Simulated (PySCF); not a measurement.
Vertical excitations of a molecule CH9NOSi3 from PySCF 2.14.0 with TDA-B3LYP/def2-SVPD, as energy in eV (oscillator strength): 5.47 (0.008), 5.57 (0.012), 5.83 (0.022), 6.59 (0.019), 6.69 (0.014), 6.78 (0.001). Lowest triplet (TDA): 5.27 eV. Coordinates come from a PBE0-D3(BJ)/def2-SVP optimisation. The values are those of a single conformer.

**Question.** Which structure fits?
A. N[Si@@H]1[SiH2]CO[SiH2]1
B. N[SiH2][Si@H]1CO[SiH2]1
C. [SiH3][C@H]1N[SiH2]O[SiH2]1
D. [SiH3]N[Si@H]1OC[SiH2]1

**Answer.** C, [SiH3][C@H]1N[SiH2]O[SiH2]1
